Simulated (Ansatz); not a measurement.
Mulliken charges of C₂H₅BFN (`C=NB(C)F`) from r2SCAN/def2-TZVPP in Ansatz (PBE0-D4/def2-TZVP geometry).

| atom | x (Å) | y (Å) | z (Å) | charge (e) |
| --- | --- | --- | --- | --- |
| C1 | 0.509 | 1.558 | 1.290 | 0.002 |
| N2 | -0.161 | 0.722 | 0.666 | -0.084 |
| B3 | -0.638 | -0.034 | -0.392 | 0.294 |
| C4 | 0.011 | -1.390 | -0.832 | -0.273 |
| F5 | -1.750 | 0.395 | -1.015 | -0.297 |
| H6 | 1.218 | 2.234 | 0.795 | 0.075 |
| H7 | 0.421 | 1.661 | 2.377 | 0.077 |
| H8 | -0.718 | -2.202 | -0.750 | 0.074 |
| H9 | 0.297 | -1.336 | -1.887 | 0.072 |
| H10 | 0.893 | -1.659 | -0.249 | 0.059 |

**Question.** By hand: the dipole of these point charges (1 e Å = 4.8032 D).

**Answer.** Σ q r = (0.488, 0.133, 0.397) e Å, of length 0.643 e Å = 3.09 D.

**Question.** How does the dipole of the full density compare? (Best estimate.)

**Answer.** The calculation gave: (0.421, 0.122, 0.242) e Å, 2.40 D; the point charges give 1.29 times that, at 9° from its direction.

Point charges leave out the atoms' own dipoles, such as those of lone pairs, and Mulliken's split depends on the basis, so the two needn't agree.
